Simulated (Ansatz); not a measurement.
CH8AlClSi2, SMILES `C[Si]([AlH2])([SiH3])Cl`. Total charge 0; spin multiplicity 1.

| atom | x (Å) | y (Å) | z (Å) |
| --- | --- | --- | --- |
| C1 | -1.606 | 0.722 | -0.747 |
| Si2 | 0.134 | 0.308 | -0.185 |
| Al3 | 0.918 | 1.313 | 1.909 |
| Si4 | 0.572 | -1.974 | -0.470 |
| Cl5 | 1.463 | 1.313 | -1.480 |
| H6 | -2.334 | 0.202 | -0.118 |
| H7 | -1.793 | 1.795 | -0.673 |
| H8 | -1.762 | 0.411 | -1.783 |
| H9 | 0.271 | 2.669 | 2.429 |
| H10 | 2.152 | 0.678 | 2.679 |
| H11 | 0.287 | -2.406 | -1.866 |
| H12 | -0.295 | -2.762 | 0.453 |
| H13 | 1.993 | -2.270 | -0.149 |

(1) Give the diagnostics of a CCSD(T)/def2-TZVPP run (frozen core, the Gaussian-basis code of Ansatz). (Estimate.)

## Answers

(1) The calculation gave: T1 = 0.0115, largest single amplitude 0.015, largest double 0.023, (T) share of the correlation energy 3.8 %, 9 CCSD cycles. The RHF solution is stable towards an unrestricted one. T1 lies under the customary mark of 0.02 for closed shells.
